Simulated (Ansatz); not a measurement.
```xyz
11

C     1.634   -1.485    0.027
Ga    0.317   -0.043   -0.008
Ge   -2.309    0.198    0.067
C    -0.758    1.579   -0.062
N    -0.612    2.822   -0.136
H     2.301   -1.355    0.882
H     2.232   -1.461   -0.885
H     1.129   -2.447    0.104
H    -1.246   -0.621   -1.002
H    -1.174   -0.500    1.147
H    -1.513    3.315   -0.133
```

Total charge 0; spin multiplicity 1.

(1) List the CAM-B3LYP/def2-TZVPP orbital energies in eV (the Gaussian-basis code of Ansatz). (An estimate is asked.)

Results:

(1) Ansatz gave: Occupied: -10851.75, -10139.95, -1355.95, -1251.58, -1206.92, -1206.91, -1206.87, -1108.86, -1108.82, -1108.73, -391.23, -279.76, -278.99, -170.71, -151.88, -121.04, -121.01, -120.88, -105.32, -105.22, -105.01, -34.61, -34.57, -34.48, -34.48, -34.44, -26.56, -25.17, -25.12, -25.06, -24.93, -24.88, -21.29, -18.98, -16.30, -13.31, -13.28, -12.98, -12.21, -11.43, -11.07, -9.84, -9.04, -6.46. Lowest empty: -0.42, 0.12, 0.73, 1.05, 1.80, 2.37, 2.76, 2.90.
